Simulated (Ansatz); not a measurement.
SnCl3(OSiMe3) (C3H9Cl3OSiSn), relaxed as a singlet with RKS r2SCAN-D4/def2-SVP in Ansatz, starting from the GFN2-xTB geometry. Force threshold 0.03 eV/Å.

In the def2 sets Sn takes a core potential; there is no spin–orbit coupling.

Start:

```xyz
18

Sn   -2.6507    0.8092    0.6114
Cl   -2.8262    2.0569    2.5316
Cl   -3.9324    1.6965   -1.0721
Cl   -3.2602   -1.3863    1.0189
O    -0.7686    0.9694    0.0072
Si    0.5352   -0.0043   -0.1631
C     0.9772   -0.8011    1.5053
C     1.8513    1.2456   -0.7372
C     0.1902   -1.3379   -1.4726
H     1.8542   -1.4349    1.4311
H     0.1559   -1.4129    1.8706
H     1.1796   -0.0434    2.2575
H     1.9974    2.0235    0.0028
H     2.7961    0.7383   -0.8933
H     1.5582    1.7178   -1.6673
H    -0.6312   -1.9808   -1.1654
H    -0.0831   -0.8879   -2.4227
H     1.0569   -1.9677   -1.6426
```

Problem. Estimate the energy that the relaxation releases and the steps that it takes.

Solution. 0.19 eV, in 10 steps; 49 s on 4 threads of Arm Neoverse V2 on a shared host. The force fell under the threshold at step 9, but the optimiser went on. No frequencies were taken in this run, so the end may be a saddle point.

Problem. Does the start keep its bonding?

Solution. By distances, no bond broke or formed. The bond that changes most is O5–Si6, from 1.64 to 1.70 Å (atoms count from 1).

Problem. Predict the relaxed structure.

Solution. 
```xyz
18

Sn   -2.595    0.799    0.611
Cl   -2.879    1.978    2.599
Cl   -4.122    1.575   -0.964
Cl   -3.000   -1.472    1.012
O    -0.796    1.078   -0.058
Si    0.548    0.044   -0.193
C     0.888   -0.727    1.480
C     1.943    1.157   -0.741
C     0.165   -1.272   -1.468
H     1.789   -1.362    1.452
H     0.048   -1.364    1.805
H     1.048    0.045    2.251
H     2.133    1.947    0.003
H     2.876    0.586   -0.877
H     1.701    1.647   -1.698
H    -0.686   -1.898   -1.150
H    -0.090   -0.820   -2.440
H     1.028   -1.941   -1.625
```
Bond lengths: 3 × Cl–Sn 2.33 to 2.34 Å; 3 × C–Si 1.87 Å; 1 × O–Sn 1.94 Å; 1 × O–Si 1.70 Å; 9 × C–H 1.10 Å.
